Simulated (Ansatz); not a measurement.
Reaction: C2H5Se (SMILES CC[Se], doublet) → C2H5Se (SMILES [CH2][Se]C, doublet)
Each species at its own B3LYP-D3(BJ)/def2-TZVP minimum (Ansatz, a quantum-chemistry and plane-wave program).

Total energies in hartree (Ansatz). Open shells are spin-unrestricted; no spin-orbit coupling. Cores are frozen in correlated methods (noble-gas shells, and filled d and f shells in the p block). No relativity.

| species | HF/cc-pVTZ | CCSD(T)/cc-pVTZ | HF/cc-pVQZ | CCSD(T)/cc-pVQZ | CCSD(T)/cc-pVDZ | CCSDT(Q)/cc-pVDZ |
|---|---|---|---|---|---|---|
| 1: C2H5Se (SMILES C(C)[Se], doublet) | -2478.55043 | -2479.09399 | -2478.55865 | -2479.13314 | -2478.89038 | -2478.89195 |
| 2: C2H5Se (SMILES [Se]([CH2])C, doublet) | -2478.51199 | -2479.05874 | -2478.52067 | -2479.09949 | -2478.85052 | -2478.85245 |

### Question
Work out the isomerisation energy (electronic) in kJ/mol: take Hartree-Fock from cc-pVQZ, extrapolate the CCSD(T) correlation energy as X^-3 (X = 3, 4), and add CCSDT(Q) - CCSD(T) in cc-pVDZ. 1 hartree = 2625.5 kJ/mol.

### Answer

Species 1: correlation (64·(-0.57449) - 27·(-0.54356))/37 = -0.59706; step -0.00157; E1 = -2478.55865 + (-0.59706) + (-0.00157) = -2479.15728
Species 2: correlation (64·(-0.57882) - 27·(-0.54675))/37 = -0.60222; step -0.00193; E2 = -2478.52067 + (-0.60222) + (-0.00193) = -2479.12482
-1·E1 +1·E2 = 0.03246 hartree = 85.2 kJ/mol.
